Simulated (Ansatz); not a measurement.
Mulliken charges of `O[Si](O)([SiH3])Br` from ωB97M-V/def2-TZVPP in Ansatz (PBE0-D4/def2-TZVP geometry).

```tsv
atom	x (Å)	y (Å)	z (Å)	charge (e)
O1	-0.661	1.461	1.111	-0.359
Si2	-0.350	0.521	-0.180	0.586
O3	0.502	1.394	-1.273	-0.353
Si4	0.715	-1.406	0.585	0.021
Br5	-2.252	-0.094	-1.205	-0.236
H6	-1.045	2.329	0.962	0.184
H7	0.354	1.206	-2.202	0.189
H8	1.007	-2.273	-0.587	-0.013
H9	-0.177	-2.130	1.525	-0.005
H10	1.989	-1.059	1.267	-0.013
```

Q: By hand: the dipole of these point charges (1 e Å = 4.8032 D).

A: Σ q r = (0.238, -0.008, -0.014) e Å, of length 0.239 e Å = 1.15 D.

Q: How does the dipole of the full density compare? (An estimate is asked.)

A: Computed: (0.091, 0.156, -0.163) e Å, 1.17 D; the point charges give 0.98 times that, at 67° from its direction.

Point charges leave out the atoms' own dipoles, such as those of lone pairs, and Mulliken's split depends on the basis, so the two needn't agree.
